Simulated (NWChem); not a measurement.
System: C2H5FSe; SMILES C([Se]F)C

```xyz
9

Se    -0.3486     0.6633    -0.0794
F      1.4111     0.7858     0.1310
C     -0.4681    -1.1740     0.5140
C      0.3382    -2.1396    -0.3307
H     -1.5517    -1.3843     0.4784
H     -0.1678    -1.1982     1.5726
H      1.3975    -1.8452    -0.3382
H     -0.0178    -2.1565    -1.3712
H      0.2703    -3.1602     0.0788
```
Atoms are numbered in this order, from 1.

All runs: NWChem. Medium grid unless said otherwise, to which SCAN and Minnesota functionals are sensitive. The geometry was optimised at PBE0/def2-SVP. Hybrids' shares of exact exchange are those that their runs print; pure functionals count as 0. The functionals differ in more than this share.

```
row               share of exact exchange  orbital gap (eV)
----------------  -----------------------  ----------------
PBE/def2-SVP                         0.00              2.70
RPBE/def2-SVP                        0.00              2.76
B3LYP/def2-SVP                       0.20              4.58
B97-2/def2-SVP                       0.21              4.74
r2SCAN0/def2-SVP                     0.25              5.32
M06/def2-SVP                         0.27              5.26
PW6B95/def2-SVP                      0.28              5.25
MN15/def2-SVP                        0.44              6.50
M06-2X/def2-SVP                      0.54          withheld
```

Question: Fit a straight line of the last column on the one before it, predict the withheld value, and compare with the run.

Answer: 
1. Means of the 8 shown rows: x = 0.206, y = 4.639. Slope Σ(x − x̄)(y − ȳ)/Σ(x − x̄)² = 1.338/0.1512 = 8.848; intercept 2.814.
2. The shown rows scatter about the line by 0.139 (root mean square); the largest residual is +0.29, at r2SCAN0/def2-SVP.
3. At x = 0.54 (M06-2X/def2-SVP; beyond the shown range) the line gives 7.59.
4. The run gives 7.43, -0.16 from the line, 1.2 times the scatter.
